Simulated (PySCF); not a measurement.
CH3S (SMILES [CH2-]S), charge -1, singlet, geometry from GFN2-xTB (in this run its highest filled SCF level lies above zero, so its values depend strongly on the basis, on diffuse functions most of all), with bond 3-2 at 2.0 times its length. Base run: PBE/def2-SVP in PySCF.

The PySCF input:
```python
from pyscf import gto, scf, dft

mol = gto.M(
    atom='''
C    -0.183104    1.161382    0.015056
S    -0.047967   -0.563722   -0.011490
H     2.640019   -1.722474    0.050047
H     0.257558    1.581188    0.936323
H     0.312515    1.613166   -0.862102
''',
    basis='def2-svp',
    charge=-1,
    spin=0,
    verbose=4,
)

mf = dft.RKS(mol)
mf.xc = 'pbe'
mf.kernel()
```

Variants of this job, named by their change:

| change | ΔE vs base (mEh) | SCF cycles | outcome |
|---|---|---|---|
| base | 0.000 | 15 | converged |
| DIIS = EDIIS | - | 50 | not converged |
| diis_space = 2 | - | 50 | not converged |
| solver = newton; init_guess = 1e | 0.000 | - | converged |
| conv_tol = 1e-7 | 0.000 | 13 | converged |
| conv_tol = 1e-6 | - | 11 | not converged |
| conv_tol_grad = 1e-7 | 0.000 | 17 | converged |
| conv_tol = 1e-11 | 0.000 | 17 | converged |
| diis = off; damp = 0.3 (with mf.diis_start_cycle = 200; with mf.max_cycle = 150) | - | 150 | not converged |
| solver = newton | 0.000 | - | converged |
| level_shift = 0.3 (with mf.max_cycle = 100) | - | 57 | not converged |
| damp = 0.5; diis_start_cycle = 5 | 0.000 | 20 | converged |
| init_guess = atom | 0.000 | 17 | converged |
